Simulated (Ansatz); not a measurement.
Consider the silylene formation by 1,1-elimination: `N[Si](O)(F)Cl` → `N[Si]Cl` + `OF`.

Calculated with Ansatz (gas phase, PBE0-D4/def2-TZVP geometries, no zero-point term in ΔE). CCSD(T)/CBS is the MP2 limit (def2-TZVPP, def2-QZVPP) plus CCSD(T) − MP2 in def2-TZVPP, frozen cores. This one scheme is used for every species. Functionals use def2-TZVPP. One conformer a species, not always the lowest.

(1) Is it downhill or uphill in electronic energy at CCSD(T)/CBS, and by how much? (An estimate is asked.)

(2) What do these levels give: PBE-D4, CAM-B3LYP-D4, ωB97M-V, CAM-B3LYP, CCSD/def2-SVP, SCS-MP2/def2-TZVPP? (Estimate.)

Largest T1 diagnostic among the species: 0.013.

Results:

(1) Computed: Uphill: ΔE = +819.2 kJ/mol.

(2) Computed: PBE-D4 751.6, CAM-B3LYP-D4 810.1, ωB97M-V 797.2, CAM-B3LYP 803.3, CCSD/def2-SVP 761.0, SCS-MP2/def2-TZVPP 825.0 kJ/mol.

From PBE to PBE0 (25 % exact exchange), in def2-TZVPP and without D4, ΔE moves by +46.8 kJ/mol. At CCSD(T), def2-SVP lies −68.7 kJ/mol from the extrapolated value and def2-TZVPP −13.8 kJ/mol.
